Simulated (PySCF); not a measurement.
## Where the electron goes

C3H12O2Si2.
Z-matrix (Å and degrees, PBE0-D3(BJ)/def2-SVP geometry), rows numbered from 1:
```
C 
O   1  1.3991
Si  2  1.6558  1  125.23
O   3  1.6574  2  113.86  1    69.19
C   4  1.4061  3  126.32  2   -84.04
C   5  1.5161  4  110.40  3  -136.01
Si  6  1.8871  5  114.83  4  -178.05
H   1  1.1051  2  111.75  3   -75.99
H   1  1.1066  2  112.28  3    45.57
H   1  1.1008  2  109.01  3   164.97
H   3  1.4994  2  108.64  1   -50.56
H   3  1.4788  2  105.87  1  -173.55
H   5  1.1058  4  108.96  3   102.94
H   5  1.1089  4  110.80  3   -14.20
H   6  1.1035  5  109.27  4    59.89
H   6  1.1033  5  109.13  4   -55.95
H   7  1.4964  6  110.64  5    59.87
H   7  1.4938  6  109.91  5  -179.94
H   7  1.4966  6  110.61  5   -59.88
```

Method: TDDFT wB97X-D/def2-SVPD, vertical, gas phase, core orbitals frozen in the response in PySCF.

Frontier orbitals with the atoms that hold most of them (Löwdin shares over 4%, at most four atoms; ? is withheld):

```json
{"orbital": "HOMO-3", "ε (eV)": "-11.10", "atoms": "O2 26%, O4 15%, Si3 11%, C1 10%"}
{"orbital": "HOMO-2", "ε (eV)": "-10.85", "atoms": "O4 28%, O2 20%, C5 12%, H14 7%"}
{"orbital": "HOMO-1", "ε (eV)": "-10.34", "atoms": "?"}
{"orbital": "HOMO", "ε (eV)": "?", "atoms": "O4 32%, O2 30%, C6 8%, C5 6%"}
{"orbital": "LUMO", "ε (eV)": "1.91", "atoms": "?"}
{"orbital": "LUMO+1", "ε (eV)": "2.27", "atoms": "C1 18%, Si7 12%, Si3 12%, O2 6%"}
{"orbital": "LUMO+2", "ε (eV)": "2.43", "atoms": "Si7 33%, H18 10%, H17 9%, H19 9%"}
```

Question: Give the leading atoms of the LUMO.

Answer: Si7 (bonded to C and 3 H) 30%; Si3 (bonded to 2 O and 2 H) 10%; C6 (bonded to C, Si and 2 H) 7%; C5 (bonded to C, O and 2 H) 7%. By element: silicon 40%, carbon 15% or more.

Question: Which atoms hold the HOMO-1, and with what shares?

Answer: O2 (bonded to C and Si) 30%; O4 (bonded to C and Si) 22%; Si3 (bonded to 2 O and 2 H) 12%; H11 (bonded to Si) 12%. By element: oxygen 52%, silicon 12% or more, hydrogen 12% or more.

Question: What is the HOMO energy, and the HOMO–LUMO gap?

Answer: ε(HOMO) = -10.08 eV; the gap is 11.99 eV (0.4406 hartree).

Question: The HOMO–LUMO gap is 11.99 eV. Where does the response calculation put the lowest singlet, and from which orbitals?

Answer: S1 is at 7.85 eV (f = 0.010), 4.13 eV below the gap, made of HOMO→LUMO+1 (39%), HOMO→LUMO (30%), HOMO-1→LUMO+1 (10%). Its leading pair isn't HOMO and LUMO; the energies of that pair differ by 12.35 eV. 

Next come S2 at 8.02 eV (f 0.0051), HOMO-1→LUMO+1 (37%), HOMO-1→LUMO (26%), HOMO→LUMO (9%); S3 at 8.25 eV (f 0.0050), HOMO→LUMO+1 (19%), HOMO→LUMO+5 (18%), HOMO→LUMO+2 (17%); S4 at 8.34 eV (f 0.030), HOMO-1→LUMO+5 (27%), HOMO-1→LUMO+2 (17%), HOMO-2→LUMO (10%); S5 at 8.49 eV (f 0.021), HOMO→LUMO+4 (25%), HOMO→LUMO (21%), HOMO→LUMO+3 (11%).

Löwdin shares depend on the basis, the more so with diffuse functions.

The run took 5.6 min wall (grids of density and orbitals included) on an Arm Neoverse V1 with one thread, no GPU, shared host with 32 logical CPUs at a one-minute load of 11, and the process peaked at 1.3 GiB of memory.

One conformer stands for the species.

Without π bonds the low states are Rydberg-like; a valence basis with one diffuse set may place them up to an eV too high.
